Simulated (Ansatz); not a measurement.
CH₄F₂GeO (`O[CH](F)[GeH2][F]`), relaxed with RKS PBE-D4/def2-SVP in Ansatz 0.2.0 from a rough embedded geometry. The force threshold is 0.03 eV/Å; the program also tests the step.

The species carries charge 0 and has multiplicity 1.

Start:

```xyz
9

O    -1.168   -1.172    0.562
C    -0.866    0.120    0.203
F    -1.183    0.912    1.262
Ge    1.093    0.295   -0.170
F     1.487    1.887   -0.547
H    -1.169   -1.701   -0.343
H    -1.419    0.498   -0.686
H     1.417   -0.642   -1.382
H     1.807   -0.197    1.101
```

Q: How much energy does the relaxation release, and in how many steps? (Estimate.)

A: Computed: 0.49 eV, in 15 steps, 1 of them rejected.

Q: Which bonds change most? (Best estimate.)

A: Ansatz gave: Ge4–F5 from 1.683 to 1.764 Å; O1–H6 from 1.048 to 0.978 Å; C2–F3 from 1.360 to 1.399 Å; Ge4–H8 from 1.566 to 1.550 Å.

Q: Give the relaxed structure. (An estimate is asked.)

A: Computed: 
```xyz
9

O    -0.982   -1.337    0.206
C    -0.787    0.024    0.060
F    -1.182    0.723    1.207
Ge    1.180    0.259   -0.160
F     1.445    1.970   -0.500
H    -1.941   -1.528    0.189
H    -1.370    0.465   -0.785
H     1.730   -0.515   -1.385
H     1.906   -0.062    1.169
```
